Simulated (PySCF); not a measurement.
# Ni²⁺ (nickel, charge +2) across methods

[Ar] 3d7 4s1, high-spin 5F determinant (an excited configuration). Calculation: PySCF 2.14, in def2-TZVPPD; no relativity, point nucleus.

```json
{"method": "PBE", "E (hartree)": "-1506.773", "mean ε 3d α (eV)": "-37.161", "mean ε 3d β (eV)": "-34.238", "mean ε 4s α (eV)": "-24.379", "Σ⟨r²⟩ (bohr²)": "19.60", "⟨S²⟩": "6.000"}
{"method": "r2SCAN", "E (hartree)": "-1507.030", "mean ε 3d α (eV)": "-37.778", "mean ε 3d β (eV)": "-34.725", "mean ε 4s α (eV)": "-24.681", "Σ⟨r²⟩ (bohr²)": "19.52", "⟨S²⟩": "6.001"}
{"method": "LDA", "E (hartree)": "-1504.311", "mean ε 3d α (eV)": "-37.481", "mean ε 3d β (eV)": "-34.268", "mean ε 4s α (eV)": "-24.702", "Σ⟨r²⟩ (bohr²)": "19.60", "⟨S²⟩": "6.000"}
{"method": "HSE06", "E (hartree)": "-1506.830", "mean ε 3d α (eV)": "-39.841", "mean ε 3d β (eV)": "-36.683", "mean ε 4s α (eV)": "-24.910", "Σ⟨r²⟩ (bohr²)": "19.54", "⟨S²⟩": "6.001"}
{"method": "PBE0", "E (hartree)": "-1506.821", "mean ε 3d α (eV)": "-40.284", "mean ε 3d β (eV)": "-37.095", "mean ε 4s α (eV)": "-25.193", "Σ⟨r²⟩ (bohr²)": "19.53", "⟨S²⟩": "6.001"}
{"method": "BP86", "E (hartree)": "-1507.240", "mean ε 3d α (eV)": "-37.261", "mean ε 3d β (eV)": "-34.487", "mean ε 4s α (eV)": "-24.583", "Σ⟨r²⟩ (bohr²)": "19.58", "⟨S²⟩": "6.000"}
{"method": "UHF", "E (hartree)": "-1505.79474", "mean ε 3d α (eV)": "-48.768", "mean ε 3d β (eV)": "-44.624", "mean ε 4s α (eV)": "-27.189", "Σ⟨r²⟩ (bohr²)": "19.50", "⟨S²⟩": "6.002"}
{"method": "CAM-B3LYP", "E (hartree)": "-1507.134", "mean ε 3d α (eV)": "-41.663", "mean ε 3d β (eV)": "-38.695", "mean ε 4s α (eV)": "-26.630", "Σ⟨r²⟩ (bohr²)": "19.56", "⟨S²⟩": "6.001"}
```

Q: Estimate the same row for r2SCANh.

A: E (hartree) = -1507.025; mean ε 3d α (eV) = -38.965; mean ε 3d β (eV) = -35.829; mean ε 4s α (eV) = -24.990; Σ⟨r²⟩ (bohr²) = 19.50; ⟨S²⟩ = 6.001.
